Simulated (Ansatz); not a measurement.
FI$_{3}$Sn, SMILES `[F][Sn]([I])([I])[I]` at its PBE0-D4/def2-TZVP geometry, where that method's forces vanish. Total charge 0; spin multiplicity 1. Sn, I: def2 effective core potential.

```csv
atom,x (Å),y (Å),z (Å)
F1,1.932,-0.025,-0.344
Sn2,0.054,-0.001,-0.010
I3,-0.264,-0.995,2.423
I4,-0.684,2.535,-0.183
I5,-1.038,-1.515,-1.886
```

(1) For each bond, give half the difference of the two atoms' forces along it (eV/Å; positive pushes the atoms apart) under PBE-D4, r2SCAN-D4, B3LYP-D4, ωB97M-V in def2-TZVPP. (Best estimate.)

## Answers

(1) Computed: 
```tsv
bond	length (Å)	PBE-D4	r2SCAN-D4	B3LYP-D4	ωB97M-V
F1–Sn2	1.908	0.55	0.09	0.28	0.05
Sn2–I3	2.647	0.11	0.05	0.13	-0.10
Sn2–I4	2.647	0.11	0.05	0.13	-0.10
Sn2–I5	2.647	0.11	0.05	0.13	-0.10
```

B3LYP here is the variant with VWN-RPA as its local correlation; programs differ in this.
